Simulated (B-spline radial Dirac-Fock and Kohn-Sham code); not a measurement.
**Sb⁶⁺: non-radiative channels of the K vacancy**

System: antimony as Sb⁶⁺ in the configuration [Kr] 4d9.

Input of the calculation (task.json; shells as n, l, electrons):

```json
{"items": [{
  "Z": 51,
  "q": 6,
  "cfg": [[1, 0, 2], [2, 0, 2], [2, 1, 6], [3, 0, 2], [3, 1, 6], [3, 2, 10], [4, 0, 2], [4, 1, 6], [4, 2, 9]],
  "A": 121,
  "rrms": 4.6802,
  "do": ["binding", "quiet", "decay"],
  "holes": ["K", "L1", "L2", "L3", "M1", "M2", "M3", "M4", "M5", "N1", "N2", "N3"]
}]}
```

Run with: `python xray_run.py task.json out`

These are calculated numbers from a radial atomic solver; the model is independent-particle radiative and Coulomb Auger rates from relativistic LDA hole-state orbitals, with Dirac-Fock energies. Kinetic energies are configuration averages from the vacuum level; the two-hole energies are estimated from single-hole states. The rates lack the Breit term, which in heavy atoms raises K-L1L1 and K-L1L2.

| transition | kinetic energy (eV) | width (meV) | share (%) |
| --- | --- | --- | --- |
| K-L1L1 | 20847.0 | 75.2 | 6.4 |
| K-L1L2 | 21178.0 | 95.3 | 8.0 |
| K-L1L3 | 21430.3 | 133 | 11.2 |
| K-L2L3 | 21725.5 | 324 | 27.4 |
| K-L3L3 | 21975.6 | 161 | 13.6 |
| K-L1M1 | 24686.7 | 26.2 | 2.2 |
| K-L1M3 | 24862.7 | 24.9 | 2.1 |
| K-L2M3 | 25183.7 | 51.3 | 4.3 |
| K-L3M2 | 25383.7 | 49.8 | 4.2 |
| K-L3M3 | 25434.5 | 51.7 | 4.4 |

The listed channels hold 84 % of the non-radiative rate. Summed by principal shells, of 1.18 eV in all: KLL 67.9 %, KLM 24.4 %, KLN 4.7 %, KMM 2.1 %, KMN 0.8 %.
